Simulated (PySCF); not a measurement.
## Dipole response of Zn+ (zinc, charge +1)

[Ar] 3d10 4s1, 2S determinant. Calculation: PySCF 2.14, in aug-cc-pwCVTZ-DK; scalar relativity by spin-free X2C-1e. Coupled (time-dependent) response in atomic units; α is the mean over directions.

```
method  mean α (bohr³)  C₆ (like pair)  S(−4)
  PBE0           17.98           73.97  275.7
```

S(−4) is the Cauchy moment in α(ω) = α(0) + S(−4) ω² + …

α(iu) at PBE0:

| u (hartree) | α(iu) (bohr³) |
| --- | --- |
| 0 | 17.98 |
| 0.0500 | 17.32 |
| 0.100 | 15.64 |
| 0.200 | 11.55 |
| 0.300 | 8.414 |
| 0.500 | 5.057 |
| 0.750 | 3.285 |
| 1.00 | 2.436 |
| 1.50 | 1.614 |
| 2.00 | 1.193 |
| 3.00 | 0.7495 |
| 5.00 | 0.3859 |

A single London oscillator, α(iu) = α/(1 + u²/ω²), gives C₆ = (3/4) ω α². Matching the computed C₆ needs ω = 4 × 73.97 / (3 × 17.98²) = 0.305 hartree.

For an ion, C₆ is the dispersion term alone; charge-induced terms of lower order in 1/R come first.
